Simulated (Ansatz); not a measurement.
Species: YO, charge 0, doublet. YO (SMILES [O]=[Y], doublet).
B3LYP-D3(BJ)/def2-TZVP minimum from Ansatz (an electronic-structure program):
```xyz
2

Y      0.0000     0.0000    -0.3067
O      0.0000     0.0000     1.4952
```
Charge 0, spin multiplicity 2.

Total energies in def2-SVP, 9 correlated electrons, 5 frozen orbitals. UHF or UKS for unpaired electrons; spin-orbit terms are left out. Cores are frozen in correlated methods (noble-gas shells, and filled d and f shells in the p block). Past Kr the def2 sets carry scalar-relativistic core potentials.

```csv
method,program,energy (Eh),minus CCSDTQ (mEh)
HF,Ansatz,-112.67071,257.97
MP2,Ansatz,-112.93030,-1.61
CCSD,Ansatz,-112.91452,14.16
CCSD(T),Ansatz,-112.92753,1.15
CCSDT(Q),Ansatz,-112.92895,-0.27
CCSDTQ,Ansatz,-112.92868,0.00
```

Rough core times of Ansatz's runs on a shared machine: CCSD(T) 50 s, CCSDT(Q) 2 min, CCSDTQ 30 min.
